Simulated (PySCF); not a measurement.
# Correlation energy of Mn (manganese, neutral)

[Ar] 3d7, high-spin 4F determinant (an excited configuration). Calculation: PySCF 2.14, in ANO-RCC-VTZP (6s5p3d2f1g, 59 functions); the spin-free X2C one-electron Hamiltonian (Gaussian nucleus). Frozen: [Ne]; 15 electrons correlated.

```csv
level,correlation energy (mhartree)
CCSD,-568.75
(T),-22.83
CCSD(T),-591.58
```

Diagnostics: T1 = 0.022, D1 = 0.0525, largest double amplitude 0.057.

Cost of the coupled-cluster step: of the order of 17 core-seconds, for 15 correlated electrons.

Iterations:

```
CC2 = 0
CCSD nocc = (np.int64(9), np.int64(6)), nmo = (54, 54)
frozen orbitals [[0, 1, 2, 3, 4], [0, 1, 2, 3, 4]]
max_cycle = 100
direct = 0
conv_tol = 1e-08
conv_tol_normt = 1e-06
diis_space = 8
diis_start_cycle = 0
Init t2, MP2 energy = -0.622185366003986
Init E_corr(UCCSD) = -0.622185366008028
cycle = 1  E_corr(UCCSD) = -0.530945224311262  dE = 0.0912401417  norm(t1,t2) = 0.180474
cycle = 2  E_corr(UCCSD) = -0.581507214908889  dE = -0.0505619906  norm(t1,t2) = 0.110954
cycle = 3  E_corr(UCCSD) = -0.568454128304745  dE = 0.0130530866  norm(t1,t2) = 0.0841086
cycle = 4  E_corr(UCCSD) = -0.567090962868354  dE = 0.00136316544  norm(t1,t2) = 0.0122516
cycle = 5  E_corr(UCCSD) = -0.568716883085641  dE = -0.00162592022  norm(t1,t2) = 0.00596819
cycle = 6  E_corr(UCCSD) = -0.568835657229451  dE = -0.000118774144  norm(t1,t2) = 0.00229176
cycle = 7  E_corr(UCCSD) = -0.568732332621982  dE = 0.000103324607  norm(t1,t2) = 0.00123427
cycle = 8  E_corr(UCCSD) = -0.56866266602979  dE = 6.96665922e-05  norm(t1,t2) = 0.000879234
cycle = 9  E_corr(UCCSD) = -0.568759382335305  dE = -9.67163055e-05  norm(t1,t2) = 0.00051663
cycle = 10  E_corr(UCCSD) = -0.56874618902511  dE = 1.31933102e-05  norm(t1,t2) = 0.000241457
cycle = 11  E_corr(UCCSD) = -0.568751635226901  dE = -5.44620179e-06  norm(t1,t2) = 0.000147852
cycle = 12  E_corr(UCCSD) = -0.568744866013392  dE = 6.76921351e-06  norm(t1,t2) = 0.00013909
cycle = 13  E_corr(UCCSD) = -0.568744496377201  dE = 3.69636191e-07  norm(t1,t2) = 0.000163347
cycle = 14  E_corr(UCCSD) = -0.568748799332954  dE = -4.30295575e-06  norm(t1,t2) = 6.41233e-05
cycle = 15  E_corr(UCCSD) = -0.5687470592439  dE = 1.74008905e-06  norm(t1,t2) = 2.29805e-05
cycle = 16  E_corr(UCCSD) = -0.56874627238959  dE = 7.8685431e-07  norm(t1,t2) = 2.55293e-05
cycle = 17  E_corr(UCCSD) = -0.56874653833241  dE = -2.6594282e-07  norm(t1,t2) = 3.77415e-06
cycle = 18  E_corr(UCCSD) = -0.568746544455539  dE = -6.12312867e-09  norm(t1,t2) = 1.59811e-06
cycle = 19  E_corr(UCCSD) = -0.568746523806861  dE = 2.06486778e-08  norm(t1,t2) = 1.13426e-06
cycle = 20  E_corr(UCCSD) = -0.568746528300314  dE = -4.49345239e-09  norm(t1,t2) = 5.27455e-07
UCCSD converged
E(UCCSD) = -1157.611215989693  E_corr = -0.5687465283003136
UCCSD(T) correction = -0.0228257022662613
```
